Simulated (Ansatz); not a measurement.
`F[SiH]([SiH3])Cl` + `N=C=O` → `O=C=N[SiH](F)Cl` + SiH₄ at 600 K and 1 bar (cleavage of the Si–Si bond).

Calculated with Ansatz (gas phase, PBE0-D4/def2-TZVP geometries, no zero-point term in ΔE). CCSD(T)/CBS adds triple-zeta CCSD(T) − MP2 to the extrapolated MP2 energy (def2 sets, frozen cores). This one scheme is used for every species. Each species was taken in one conformer, which may not be the lowest.

| species | CCSD(T)/CBS energy (Eh) | H − E (kJ/mol) | S (J/(mol·K)) |
| --- | --- | --- | --- |
| `F[SiH]([SiH3])Cl` | -1140.23962 | 156.7 | 426.3 |
| `N=C=O` | -168.51995 | 83.3 | 274.5 |
| `O=C=N[SiH](F)Cl` | -1017.33874 | 127.4 | 440.1 |
| SiH₄ | -291.46306 | 108.7 | 242.3 |

H − E and S are ideal-gas, rigid-rotor, harmonic terms from PBE0-D4/def2-TZVP, for one conformer and one mirror image of each species. 1 Eh = 2625.50 kJ/mol, R = 8.31446 J/(mol·K).

Question: By hand: ΔE, ΔH, ΔS and ΔG.

Answer: ΔE = (-1017.33874) + (-291.46306) − (-1140.23962) − (-168.51995) = -0.04223 Eh = -110.9 kJ/mol. Δ(H − E) = 127.4 + 108.7 − 156.7 − 83.3 = -3.9, so ΔH = -114.8 kJ/mol. ΔS = 440.1 + 242.3 − 426.3 − 274.5 = -18.4 J/(mol·K). ΔG = -114.8 − 600 × (-18.4)/1000 = -103.8 kJ/mol.

Question: By hand: the equilibrium constant, and the temperature at which ΔG would vanish if ΔH and ΔS stayed fixed.

Answer: log₁₀ K = −ΔG/(RT ln 10) = 9.0. ΔG = 0 at ΔH/ΔS = 6239 K, far beyond where these terms or the molecules hold.

ΔH outweighs TΔS. A doubt of 5 kJ/mol in ΔE shifts log₁₀ K by 0.4 here. Other conformers and mirror images would add mixing entropy, several J/(mol·K) or more a flexible species. Modes under 60 cm⁻¹, often nearly free rotors, make the harmonic entropy too high. These are equilibria of isolated gas molecules and say nothing of rates. Largest T1 diagnostic: 0.018 (customary marks: 0.02 for closed shells, 0.045 for open ones).
